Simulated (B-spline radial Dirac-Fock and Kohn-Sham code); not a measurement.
Calculated with a radial finite-basis atomic code, using Dirac-Fock (average of configuration) total-energy differences with a finite nucleus, the Breit interaction including its frequency dependence, and self-energy and vacuum-polarisation corrections. The model has no electron correlation.

**Question.** An atom or ion in its tabulated ground configuration has these computed binding energies (the last is its least bound level). Which is it?

```tsv
level	binding energy (eV)
2p3/2	5681.5
3s	1850.4
3p3/2	1630.5
3d3/2	1374.0
3d5/2	1359.4
4s	774.4
4p	706.1
```

**Answer.** Cs²²⁺: Z = 55 with 33 electrons, [Ar] 3d10 4s2 4p3.
